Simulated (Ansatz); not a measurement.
H₃Sb, SMILES [SbH3].

Geometry: B3LYP-D3(BJ)/def2-TZVPD. The def2 effective core potentials stand for the cores of Sb; spin–orbit coupling is left out.

Two levels are set side by side: PBE/def2-TZVPD (Ansatz, a program for electronic structure) and ωB97X-V/def2-TZVPD (Ansatz). Energy differences of separate SCF runs at the same geometry; the states with an electron removed or added have multiplicity 2 and 2. Differences are taken from unrounded values.

```
quantity                           ωB97X-V   PBE  PBE minus ωB97X-V
---------------------------------  -------  ----  -----------------
vertical ionisation energy (eV)       9.93  9.86              -0.08
vertical singlet–triplet gap (eV)     5.27  5.02              -0.24
```
